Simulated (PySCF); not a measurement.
**Working out the ionisation energy of P²⁺**

P²⁺ [Ne] 3s2 3p1 (2P) → P³⁺ [Ne] 3s2 (1S). Computed with PySCF 2.14 in aug-cc-pCVTZ-DK (8s7p5d3f, 75 functions), with scalar relativity by spin-free X2C-1e. Frozen: 1s2. Energies in hartree (1 hartree = 27.21139 eV):

```
            part  P²⁺ (lower)  P³⁺ (upper)
             UHF  -340.464188  -339.377422
CCSD correlation    -0.355155    -0.338271
             (T)    -0.003743    -0.002889
```

What does Hartree-Fock give?

(-339.377422) − (-340.464188) = 1.086766 hartree = 29.572 eV.

What do CCSD and CCSD(T) give?

The CCSD correlation energies differ by 0.016884 hartree = 0.459 eV and the triples by 0.000854 hartree = 0.023 eV, so CCSD gives 30.031 eV and CCSD(T) 30.054 eV.

A first-order spin-orbit estimate adds 0.041 eV to CCSD(T) (valence and next inner shell), giving 30.095 eV against 30.203 eV (measured; NIST Atomic Spectra Database, ionization energies).

What remains against the reference includes basis incompleteness, the frozen core and higher excitations.
